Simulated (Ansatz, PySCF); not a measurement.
F2H2NNbO, SMILES [Nb]([F])(=[NH])([OH])[F], multiplicity 1. Atoms are numbered in the order given.

```xyz
7

Nb    -0.0074    -0.0328     0.0392
N      0.6023    -0.8178    -1.3985
H      0.9570    -1.3122    -2.2125
F      1.2579    -0.2538     1.4167
F     -1.6647    -0.8107     0.4814
O     -0.2357     1.8060    -0.3423
H     -0.0843     2.3390    -1.1327
```
Charge 0, spin multiplicity 1.

The structure is a stationary point at B3LYP-D3(BJ)/def2-SVP. The multiplicity is an assumed one; no other spin state was optimised. The structure was generated by enumeration; whether it is a known compound was not checked. The def2 effective core potentials stand for the cores of Nb; spin–orbit coupling is left out. Other conformers were not sampled.

Two levels are set side by side: PBE-D3(BJ)/def2-SVP (Ansatz, a program for electronic structure) and B3LYP-D3(BJ)/def2-SVP (Ansatz). Each level has its own optimised geometry; the coordinates shown are those of the second. Frequencies come from the Hessian of PySCF at each geometry. Differences are taken from unrounded values.

| quantity | B3LYP-D3(BJ) | PBE-D3(BJ) | PBE-D3(BJ) minus B3LYP-D3(BJ) |
|---|---|---|---|
| mean bond length (Å) | 1.565 | 1.572 | 0.007 |
| bond Nb1–N2 (Å) | 1.748 | 1.757 | 0.009 |
| bond Nb1–F4 (Å) | 1.883 | 1.888 | 0.005 |
| bond Nb1–F5 (Å) | 1.883 | 1.888 | 0.005 |
| bond Nb1–O6 (Å) | 1.892 | 1.899 | 0.008 |
| bond N2–H3 (Å) | 1.016 | 1.023 | 0.007 |
| bond O6–H7 (Å) | 0.965 | 0.973 | 0.008 |
| highest harmonic wavenumber (cm⁻¹) | 3874 | 3769 | -104 |
| mean harmonic wavenumber (cm⁻¹) | 921 | 899 | -23 |
| zero-point energy (kcal/mol) | 19.76 | 19.27 | -0.48 |

Exact exchange shortens and stiffens bonds; PBE has none. Differences between two approximate levels are no errors against the true value.
